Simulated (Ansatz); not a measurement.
Cost and result for the atomization energy of FH3S2Si (`F[SiH2]SS`) (7 atoms, 6 bonds).

Charge 0, multiplicity 1. The structure was optimised at the PBE0-D4/def2-TZVP level. It is one conformer, not always the lowest. Program: Ansatz. All runs use 2 threads of an Intel Xeon Platinum 8488C on a shared host. Times are those of one run each, without the atoms' runs, and a repeat can differ threefold. Electronic energies, without spin–orbit coupling; frozen cores. CCSD(T)/CBS adds CCSD(T) − MP2 in def2-TZVPP to the MP2 limit, and its time is that of the two runs behind it. T1 = 0.012. B3LYP takes the VWN-RPA correlation (the form of Gaussian; ORCA's B3LYP/G). HSE06 is the plane-wave form, built on full-range PBE exchange.

CCSD(T)/CBS is a level of theory with its own doubt, some kJ/mol a heavy atom from the limit and from the frozen cores, so smaller differences don't rank the functionals.

```json
{"level": "BLYP-D4/def2-TZVPP", "functions": "199", "wall time": "2.3 s", "atomization (kcal/mol)": "519.8", "difference from CCSD(T)/CBS": "-7.1", "per bond": "-1.2"}
{"level": "CCSD(T)/def2-SVP", "functions": "83", "wall time": "2.6 s", "atomization (kcal/mol)": "467.8", "difference from CCSD(T)/CBS": "-59.1", "per bond": "-9.8"}
{"level": "PBE0-D4/def2-TZVPP", "functions": "199", "wall time": "3.5 s", "atomization (kcal/mol)": "520.1", "difference from CCSD(T)/CBS": "-6.8", "per bond": "-1.1"}
{"level": "BHLYP-D4/def2-TZVPP", "functions": "199", "wall time": "3.6 s", "atomization (kcal/mol)": "504.7", "difference from CCSD(T)/CBS": "-22.2", "per bond": "-3.7"}
{"level": "CAM-B3LYP-D4/def2-TZVPP", "functions": "199", "wall time": "4 s", "atomization (kcal/mol)": "521.2", "difference from CCSD(T)/CBS": "-5.7", "per bond": "-0.9"}
{"level": "HSE06-D4/def2-TZVPP", "functions": "199", "wall time": "4.2 s", "atomization (kcal/mol)": "520.5", "difference from CCSD(T)/CBS": "-6.4", "per bond": "-1.1"}
{"level": "r2SCAN-D4/def2-TZVPP (with forces)", "functions": "199", "wall time": "4.9 s", "atomization (kcal/mol)": "526.8", "difference from CCSD(T)/CBS": "-0.1", "per bond": "0.0"}
{"level": "B3LYP-D4/def2-TZVPP (with forces)", "functions": "199", "wall time": "5.5 s", "atomization (kcal/mol)": "520.0", "difference from CCSD(T)/CBS": "-6.9", "per bond": "-1.1"}
{"level": "B97M-V/def2-TZVPP", "functions": "199", "wall time": "7.5 s", "atomization (kcal/mol)": "530.4", "difference from CCSD(T)/CBS": "3.5", "per bond": "0.6"}
{"level": "ωB97M-V/def2-TZVPP (with forces)", "functions": "199", "wall time": "11 s", "atomization (kcal/mol)": "529.1", "difference from CCSD(T)/CBS": "2.2", "per bond": "0.4"}
{"level": "MP2/def2-QZVPP", "functions": "357", "wall time": "19 s", "atomization (kcal/mol)": "529.5", "difference from CCSD(T)/CBS": "2.6", "per bond": "0.4"}
{"level": "CCSD(T)/def2-TZVPP", "functions": "199", "wall time": "55 s", "atomization (kcal/mol)": "506.5", "difference from CCSD(T)/CBS": "-20.4", "per bond": "-3.4"}
{"level": "CCSD(T)/CBS(def2)", "functions": "–", "wall time": "74 s", "atomization (kcal/mol)": "526.9", "difference from CCSD(T)/CBS": "0.0", "per bond": "0.0"}
```

In def2-TZVPP, CCSD(T) changes the Hartree–Fock value by +137.8 kcal/mol (the triples alone add +9.7 kcal/mol) and MP2 by +148.6 kcal/mol; breaking electron pairs costs correlation energy, which Hartree–Fock lacks. At CCSD(T), def2-SVP lies −59.1 kcal/mol from the extrapolated value and def2-TZVPP −20.4 kcal/mol: correlation converges slowly with the basis, and small sets miss more of it in the bonded molecule than in its fragments. From r2SCAN to r2SCAN0 (25 % exact exchange), in def2-TZVPP and without D4, the atomization energy moves by −10.9 kcal/mol: exact exchange takes away binding that semilocal exchange gives to molecules.
